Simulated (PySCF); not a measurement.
## Correlation energy of V³⁺ (vanadium, charge +3)

[Ar] 3d2, high-spin 3F determinant. All numbers are calculated (PySCF 2.14, the spin-free X2C one-electron Hamiltonian (Gaussian nucleus), in x2c-QZVPPall with one added diffuse shell each of s, p, d, f, g type (12s8p6d4f3g, 121 functions)). Frozen: [Ne]; 10 electrons correlated.

MP2 pair energies summed by pair of shells (mhartree):

| pair | energy | share (%) |
| --- | --- | --- |
| 3p-3p | -125.21 | 47.3 |
| 3p-3d | -75.74 | 28.6 |
| 3s-3p | -37.44 | 14.1 |
| 3s-3d | -14.33 | 5.4 |
| 3s-3s | -7.32 | 2.8 |
| 3d-3d | -4.66 | 1.8 |

Total MP2 correlation energy: -264.70 mhartree.

Same-spin part -69.12 and opposite-spin part -195.58 mhartree; SCS-MP2 scales them by 1/3 and 6/5 to -257.73 mhartree.

This basis was not built for core-valence correlation, so the inner-shell part is incomplete.
